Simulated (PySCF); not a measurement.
InOI: from structure and modes to constants

These are results of PBE0/[In def2-TZVP with ECP28, O def2-TZVP, I def2-TZVP with ECP28], scalar-relativistic core potentials, density fitting, no spin–orbit coupling, PySCF, not measurements.

The singlet minimum has C∞v symmetry. Masses (u): In 114.90388, O 15.99492, I 126.90447.

```xyz
3
charge 0 multiplicity 1, angstrom
In    0.0000    0.0000   -1.1626
O     0.0000    0.0000   -2.9919
I     0.0000    0.0000    1.4303
```

Harmonic wavenumbers (cm⁻¹): 109.3 (π, ×2), 213.4 (σ+, ×1), 807.3 (σ+, ×1).

Q: Find the principal moments of inertia and the rotational constants. What kind of rotor is it?

A: About the centre of mass I = 558.1 u Å². With B = 16.8576/I this gives 0.03021 cm⁻¹. The molecule is linear.

Q: What is the harmonic zero-point energy?

A: Half the sum of all 4 wavenumbers, 1239/2 = 620 cm⁻¹, which is 7.4 kJ/mol (1 cm⁻¹ = 0.0119627 kJ/mol).

Q: Find the vibrational entropy and heat capacity at 298.15 K.

A: With u = 1.43878 ω/T, each mode gives S = R[u/(eᵘ−1) − ln(1−e⁻ᵘ)] and C = R u² eᵘ/(eᵘ−1)².
```
  ω (cm⁻¹)      u  S (J/(mol K))  C (J/(mol K))
109.3 (×2)  0.527          13.73           8.12
     213.4  1.030           8.43           7.62
     807.3  3.896           0.84           2.67
```
The sums over all modes are S = 36.7 and C = 26.5 J/(mol K); the softest mode gives 37 % of the entropy (each member, where degenerate).

Only a few start shapes were tried, so a lower isomer may exist.
